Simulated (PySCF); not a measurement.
## Dipole response of Xe²⁺ (xenon, charge +2)

[Kr] 4d10 5s2 5p4, high-spin 3P determinant. All numbers are calculated (PySCF 2.14, scalar relativity through the core potential, in aug-cc-pwCVTZ-PP with ECP28MDF). Coupled (time-dependent) response in atomic units; α is the mean over directions.

```csv
method,mean α (bohr³),"α xx, yy, zz",C₆ (like pair),S(−4)
PBEsol,12.80,"12.68, 13.03, 12.68",91.93,27.53
```

S(−4) is the Cauchy moment in α(ω) = α(0) + S(−4) ω² + …

Spin-orbit coupling is absent.

α(iu) at PBEsol:

| u (hartree) | α(iu) (bohr³) |
| --- | --- |
| 0 | 12.80 |
| 0.0500 | 12.73 |
| 0.100 | 12.53 |
| 0.200 | 11.79 |
| 0.300 | 10.76 |
| 0.500 | 8.491 |
| 0.750 | 6.155 |
| 1.00 | 4.568 |
| 1.50 | 2.811 |
| 2.00 | 1.947 |
| 3.00 | 1.142 |
| 5.00 | 0.5529 |

A single London oscillator, α(iu) = α/(1 + u²/ω²), gives C₆ = (3/4) ω α². Matching the computed C₆ needs ω = 4 × 91.93 / (3 × 12.80²) = 0.748 hartree.

For an ion, C₆ is the dispersion term alone; charge-induced terms of lower order in 1/R come first.

The components differ because the open shell of this determinant is not spherical; for a pure term their mean is the scalar polarisability.

Energies and moments cover only the electrons outside the core potential.
